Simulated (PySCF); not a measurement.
## How the method moves the HOMO and LUMO of `[AlH2][CH]1CC1`

Compound: C3H7Al.
Atom-mapped SMILES: `[AlH2:1][CH:2]1[CH2:3][CH2:4]1` (hydrogens: H5, H6 on Al1; H7 on C2; H8, H9 on C3; H10, H11 on C4)

Cartesian coordinates in Å at the PBE0-D3(BJ)/def2-SVP level; atoms count from 1:
```
atom  x, y, z in Å
Al1    1.868    0.002    0.278
C2    -0.024   -0.320    0.529
C3    -0.922   -0.542   -0.683
C4    -1.041    0.723    0.083
H5     2.302    0.827   -1.017
H6     2.967   -0.526    1.303
H7    -0.339   -0.886    1.414
H8    -1.720   -1.283   -0.585
H9    -0.479   -0.504   -1.684
H10   -1.923    0.864    0.715
H11   -0.682    1.648   -0.381
```

Basis pcSseg-2 throughout (PySCF), one geometry. One conformer (not necessarily the lowest) at the PBE0-D3(BJ)/def2-SVP geometry, without solvent, vibrations or thermal averaging.

**Question.** How do the orbital energies, the gap and the dipole change with the method?

**Answer.** 
```json
{"method": "BLYP", "kind": "GGA", "HOMO (eV)": "-6.28", "LUMO (eV)": "-1.96", "gap (eV)": "4.32", "μ (D)": "0.97", "SCF cycles": "14"}
{"method": "OPBE", "kind": "GGA", "HOMO (eV)": "-6.37", "LUMO (eV)": "-1.75", "gap (eV)": "4.62", "μ (D)": "0.95", "SCF cycles": "14"}
{"method": "B97-D", "kind": "GGA", "HOMO (eV)": "-6.38", "LUMO (eV)": "-1.94", "gap (eV)": "4.44", "μ (D)": "0.98", "SCF cycles": "14"}
{"method": "PBE", "kind": "GGA", "HOMO (eV)": "-6.41", "LUMO (eV)": "-2.05", "gap (eV)": "4.35", "μ (D)": "0.99", "SCF cycles": "14"}
{"method": "KT2", "kind": "GGA", "HOMO (eV)": "-6.45", "LUMO (eV)": "-2.14", "gap (eV)": "4.32", "μ (D)": "0.95", "SCF cycles": "14"}
{"method": "KT3", "kind": "GGA", "HOMO (eV)": "-6.47", "LUMO (eV)": "-1.99", "gap (eV)": "4.47", "μ (D)": "0.91", "SCF cycles": "14"}
{"method": "BP86", "kind": "GGA", "HOMO (eV)": "-6.50", "LUMO (eV)": "-2.10", "gap (eV)": "4.41", "μ (D)": "1.00", "SCF cycles": "14"}
{"method": "LDA", "kind": "LDA", "HOMO (eV)": "-6.52", "LUMO (eV)": "-2.29", "gap (eV)": "4.24", "μ (D)": "0.99", "SCF cycles": "14"}
{"method": "B97-2", "kind": "global hybrid", "HOMO (eV)": "-7.37", "LUMO (eV)": "-1.28", "gap (eV)": "6.09", "μ (D)": "0.92", "SCF cycles": "12"}
{"method": "B3LYP", "kind": "global hybrid", "HOMO (eV)": "-7.42", "LUMO (eV)": "-1.53", "gap (eV)": "5.89", "μ (D)": "0.91", "SCF cycles": "13"}
{"method": "PBE0", "kind": "global hybrid", "HOMO (eV)": "-7.63", "LUMO (eV)": "-1.30", "gap (eV)": "6.32", "μ (D)": "0.92", "SCF cycles": "12"}
{"method": "mPW1PW91", "kind": "global hybrid", "HOMO (eV)": "-7.65", "LUMO (eV)": "-1.30", "gap (eV)": "6.35", "μ (D)": "0.92", "SCF cycles": "12"}
{"method": "BHandHLYP", "kind": "global hybrid", "HOMO (eV)": "-8.75", "LUMO (eV)": "-0.60", "gap (eV)": "8.15", "μ (D)": "0.85", "SCF cycles": "10"}
{"method": "CAM-B3LYP", "kind": "range-separated hybrid", "HOMO (eV)": "-8.98", "LUMO (eV)": "-0.46", "gap (eV)": "8.52", "μ (D)": "0.87", "SCF cycles": "11"}
{"method": "wB97X-D", "kind": "range-separated hybrid", "HOMO (eV)": "-9.49", "LUMO (eV)": "0.31", "gap (eV)": "9.79", "μ (D)": "0.91", "SCF cycles": "13"}
{"method": "LC-wPBE", "kind": "range-separated hybrid", "HOMO (eV)": "-10.35", "LUMO (eV)": "0.60", "gap (eV)": "10.95", "μ (D)": "0.86", "SCF cycles": "12"}
{"method": "HF", "kind": "Hartree–Fock", "HOMO (eV)": "-10.51", "LUMO (eV)": "1.13", "gap (eV)": "11.64", "μ (D)": "0.83", "SCF cycles": "9"}
```

The HOMO spans 4.23 eV, from BLYP down to HF, and the gap runs from 4.24 eV (LDA) to 11.64 eV (HF). Over the methods BLYP (0 %), OPBE (0 %), B97-D (0 %), PBE (0 %), KT2 (0 %), KT3 (0 %), BP86 (0 %), LDA (0 %), B97-2 (21 %), B3LYP (20 %), PBE0 (25 %), mPW1PW91 (25 %), BHandHLYP (50 %), HF (100 %), a straight line through the gap against the share of exact exchange rises by 0.73 eV for each 10 % (correlation coefficient 0.999). The dipole ranges from 0.83 D (HF) to 1.00 D (BP86). This basis has no diffuse functions.

The vertical ΔSCF ionisation energy at CAM-B3LYP/def2-SVPD is 9.84 eV; −ε(HOMO) comes closest to it with wB97X-D (9.49 eV).
